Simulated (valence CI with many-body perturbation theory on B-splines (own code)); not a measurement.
**Energy levels of As XXI**

Computed by valence CI with perturbative core correlation (CI+MBPT): three valence electrons over a frozen Dirac-Fock core [Ne], radial functions for each j: 11 s, 11 p, 10 d, 8 f, 5 g, 2 h, with the one-electron correlation potential Σ1, the two-electron term Σ2, the three-electron term Σ3, Breit, model QED; selected CI, second order for the rest, scaled by the run's own slope (own B-spline code, finite nucleus).

No measured levels were compared; by estimate levels of excited configurations hold to 0.05 to 0.15 % of their energy, terms of the ground configuration to about 0.5 %.

Levels 91 to 135 of 151, with energies above the lowest level, 3s2.3p 2P°_1/2. "Leading %" is the weight of the configuration and term that name the level; weights of strongly mixed levels are sums over their largest components and can fall short, so below about 35 % the name and the second component can differ from the true leading terms, or belong to a minority configuration. Lifetimes count E1, E2, E3, M1 and M2 decay at the calculated energies, and are blank where another channel may lead or the interval is too uncertain; long ones can be off by a factor of two.

```csv
No.,Configuration,Term,J,E (cm⁻¹),Leading %,Lifetime,g,Second component
91,3p.3d2,4D°,1/2,2147900,56,17.9 ps,1.018,22 % 3p.3d2 4P°
92,3p.3d2,2F°,7/2,2151700,65,20.5 ps,1.209,17 % 3p.3d2 4D°
93,3p.3d2,4D°,1/2,2152300,41,15.1 ps,1.272,37 % 3p.3d2 2S°
94,3p.3d2,2F°,5/2,2156100,41,21.9 ps,1.075,18 % 3p.3d2 4D°
95,3p.3d2,4F°,3/2,2162600,56,11.8 ps,0.772,35 % 3p.3d2 4D°
96,3p.3d2,4F°,5/2,2172000,72,11.0 ps,1.105,10 % 3p.3d2 2D°
97,3p.3d2,2D°,3/2,2172700,39,16.0 ps,0.896,31 % 3p.3d2 4D°
98,3p.3d2,2G°,9/2,2172700,49,21.0 ps,1.061,36 % 3p.3d2 2H°
99,3p.3d2,4F°,7/2,2176000,38,14.0 ps,1.112,32 % 3p.3d2 2G°
100,3p.3d2,2G°,7/2,2193400,61,15.4 ps,1.017,17 % 3p.3d2 4F°
101,3p.3d2,4D°,5/2,2193900,56,19.1 ps,1.287,38 % 3p.3d2 2D°
102,3p.3d2,4P°,3/2,2194400,81,14.5 ps,1.686,7 % 3p.3d2 4S°
103,3p.3d2,4F°,9/2,2197000,74,13.3 ps,1.235,21 % 3p.3d2 2H°
104,3p.3d2,4D°,7/2,2204700,71,16.3 ps,1.368,23 % 3p.3d2 4F°
105,3p.3d2,4P°,1/2,2213400,57,12.8 ps,2.338,40 % 3p.3d2 2S°
106,3p.3d2,4P°,5/2,2220600,61,12.5 ps,1.476,28 % 3p.3d2 4D°
107,3p.3d2,4D°,3/2,2227600,58,8.16 ps,1.164,26 % 3p.3d2 2P°
108,3p.3d2,2G°,9/2,2230200,48,19.6 ps,1.048,42 % 3p.3d2 2H°
109,3p.3d2,4D°,1/2,2232100,92,8.20 ps,0.069,
110,3p.3d2,4D°,7/2,2234100,90,8.74 ps,1.405,6 % 3p.3d2 4F°
111,3p.3d2,4D°,5/2,2234300,63,9.52 ps,1.405,28 % 3p.3d2 4P°
112,3p.3d2,2P°,3/2,2243100,53,8.36 ps,1.238,33 % 3p.3d2 4D°
113,3p.3d2,2H°,11/2,2250400,100,30.6 ps,1.090,
114,3p.3d2,2P°,1/2,2265100,90,8.98 ps,0.626,5 % 3p.3d2 4D°
115,3p.3d2,4S°,3/2,2276500,89,6.37 ps,1.962,8 % 3p.3d2 4P°
116,3p.3d2,2F°,5/2,2281000,85,9.45 ps,0.909,5 % 3p.3d2 2D°
117,3p.3d2,2F°,7/2,2294300,93,12.7 ps,1.129,4 % 3p.3d2 2G°
118,3p.3d2,2D°,3/2,2306900,80,8.51 ps,0.880,12 % 3p.3d2 2P°
119,3p.3d2,2P°,1/2,2312400,98,13.5 ps,0.666,
120,3p.3d2,2D°,5/2,2323600,85,8.47 ps,1.156,6 % 3p.3d2 2F°
121,3p.3d2,2F°,7/2,2329000,61,8.42 ps,1.057,29 % 3p.3d2 2G°
122,3p.3d2,2G°,9/2,2352100,98,8.73 ps,1.110,
123,3p.3d2,2P°,3/2,2353700,92,14.2 ps,1.315,
124,3p.3d2,2F°,5/2,2354700,98,10.4 ps,0.857,
125,3p.3d2,2G°,7/2,2366700,63,9.10 ps,0.982,31 % 3p.3d2 2F°
126,3p.3d2,2D°,3/2,2403900,89,7.05 ps,0.846,4 % 3p.3d2 2P°
127,3p.3d2,2D°,5/2,2404300,96,7.59 ps,1.201,
128,3p.3d2,2P°,1/2,2431700,97,6.28 ps,0.664,
129,3p.3d2,2P°,3/2,2441200,88,6.28 ps,1.296,6 % 3p.3d2 2D°
130,3d3,4F,3/2,2806900,98,8.39 ps,0.403,
131,3d3,4F,5/2,2811000,99,8.66 ps,1.028,
132,3d3,4F,7/2,2816100,99,9.00 ps,1.234,
133,3d3,4F,9/2,2821500,96,9.38 ps,1.325,
134,3d3,2G,7/2,2855700,98,10.7 ps,0.891,
135,3d3,2G,9/2,2856200,52,11.8 ps,1.023,45 % 3d3 2H
```

Names give the largest LS component (configuration and term), which can be under half, so a name can repeat, a term be missing and a line seem to break the LS rules; names also repeat where a configuration has a term twice.

Where two levels of one J and parity lie close, their mixing, g and order are uncertain.
